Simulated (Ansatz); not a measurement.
Geometry optimisation, RKS PBE-D4/def2-SVP (Ansatz).

Input:

```yaml
crystal:
  periodic: [false, false, false]
  atoms:
    - { symbol: C, position_ang: [-0.5516, 0.3262, 1.3401] }
    - { symbol: C, position_ang: [0.0907, -0.0801, 0.0688] }
    - { symbol: Si, position_ang: [1.2187, -1.5328, 0.2946] }
    - { symbol: C, position_ang: [0.0221, 0.506, -1.14] }
    - { symbol: "N", position_ang: [-0.8448, 1.5505, -1.4954] }
    - { symbol: H, position_ang: [-1.2097, 1.283, 1.1768] }
    - { symbol: H, position_ang: [-1.2404, -0.4108, 1.708] }
    - { symbol: H, position_ang: [0.1649, 0.6328, 2.1052] }
    - { symbol: H, position_ang: [0.4967, -2.6543, 0.9301] }
    - { symbol: H, position_ang: [2.3461, -1.1553, 1.2631] }
    - { symbol: H, position_ang: [1.8197, -1.9477, -0.975] }
    - { symbol: H, position_ang: [0.11955, 1.93205, -1.57318] }
    - { symbol: H, position_ang: [-1.2221, 1.5598, -2.4571] }
    - { symbol: H, position_ang: [-1.6267, 1.7567, -0.806] }
basis:
  gaussian: { orbitals: def2-SVP }
hamiltonian:
  xc: pbe
  dispersion: d4
relax:
  f_tol: 0.02
  max_steps: 50
output:
  orbitals: {}
```

Command:

```bash
$ ansatz run input.yaml --threads 2 --pin off --max-ram 3072MiB --backend cpu --events-out ev --progress --plain --runs-dir out
```

Task: Where does it end, and by what steps?

Result: The run converged. After 10 steps the energy has fallen by 1.403 eV; H12 moved furthest, 0.55 Å.

| step | energy less start (eV) | largest force component (eV/Å) | accepted |
| --- | --- | --- | --- |
| 0 | 0.0000 | 3.790 | yes |
| 1 | -0.6654 | 2.548 | yes |
| 2 | -1.0725 | 1.607 | yes |
| 3 | -1.2733 | 0.949 | yes |
| 4 | -1.3340 | 1.199 | yes |
| 5 | -1.3611 | 0.679 | yes |
| 6 | -1.2697 | 1.549 | no |
| 7 | -1.3979 | 0.106 | yes |
| 8 | -1.4018 | 0.041 | yes |
| 9 | -1.4031 | 0.030 | yes |
| 10 | -1.4034 | 0.016 | yes |

```xyz
14
Properties=species:S:1:pos:R:3
C -0.626 0.401 1.260
C 0.145 -0.111 0.056
Si 1.272 -1.591 0.323
C 0.187 0.320 -1.238
N -0.759 1.576 -1.442
H -1.291 1.274 1.058
H -1.278 -0.389 1.691
H 0.059 0.718 2.076
H 0.501 -2.760 0.903
H 2.344 -1.279 1.347
H 1.933 -2.032 -0.949
H -0.169 2.340 -1.807
H -1.414 1.341 -2.203
H -1.320 1.957 -0.635
```

Time of the run: 14 s on 2 threads of Intel(R) Xeon(R) 6975P-C (Granite Rapids) (shared host), peak memory 0.17 GiB.
